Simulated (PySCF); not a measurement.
Ga(OH)(OMe)2, SMILES C[O][Ga]([OH])[O]C, PBE0/def2-SVP optimised geometry.

```
13

Ga     0.33    -0.59     0.00
O      2.10    -0.59     0.00
H      2.48    -1.48     0.00
O     -0.57     0.93     0.00
C      0.02     2.20     0.00
H      1.13     2.18     0.00
H     -0.30     2.77    -0.89
H     -0.30     2.77     0.90
O     -0.57    -2.12     0.00
C     -1.97    -2.21     0.00
H     -2.48    -1.23    -0.01
H     -2.31    -2.77    -0.89
H     -2.32    -2.76     0.89
```

Density from PBE0/def2-TZVP (PySCF) at that geometry.

Minimum of the electron density along straight lines between bonded atoms, close to the bond critical point (lines longer than 1.1 times the sum of covalent radii, or with two minima, are not listed):

```tsv
bond	length / Å	ρ at the minimum / e bohr⁻³	∇²ρ there / e bohr⁻⁵	position (fraction from the first atom)
Ga1–O2	1.773	0.140	0.74	0.48
O2–H3	0.963	(withheld)	(withheld)	0.81
Ga1–O4	1.769	0.139	0.76	0.48
O4–C5	1.401	0.264	-0.55	0.65
C5–H6	1.105	0.276	-0.95	0.65
C5–H7	1.105	0.277	-0.95	0.65
C5–H8	1.105	0.277	-0.95	0.65
Ga1–O9	1.769	0.140	0.76	0.48
O9–C10	1.403	0.263	-0.55	0.65
C10–H11	1.105	0.277	-0.95	0.65
C10–H12	1.105	0.277	-0.95	0.65
C10–H13	1.105	0.277	-0.95	0.65
```

### Question
What belongs in the gaps?

### Answer

- O2–H3, ρ at the minimum / e bohr⁻³: 0.356
- O2–H3, ∇²ρ there / e bohr⁻⁵: -2.40
